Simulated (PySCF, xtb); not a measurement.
Br₃Fe, SMILES [Br][Fe-]([Br])[Br] (connectivity only; charge and spin as stated), charge -1, multiplicity 5.

Harmonic wavenumbers (cm⁻¹) from GFN2-xTB in xtb 6.7.1 at its own minimum, in rising order: 36, 63, 63, 176, 266, 266.

Q: What does PBE0-D3(BJ)/def2-SVPD (PySCF) give at its own minimum? (The exact figures need the calculation; the answer reports its results.)

A: 59, 59, 93, 175, 288, 288. Paired by order, the mean absolute difference is 17 cm⁻¹ and the zero-point energies are 1.2 and 1.4 kcal/mol.
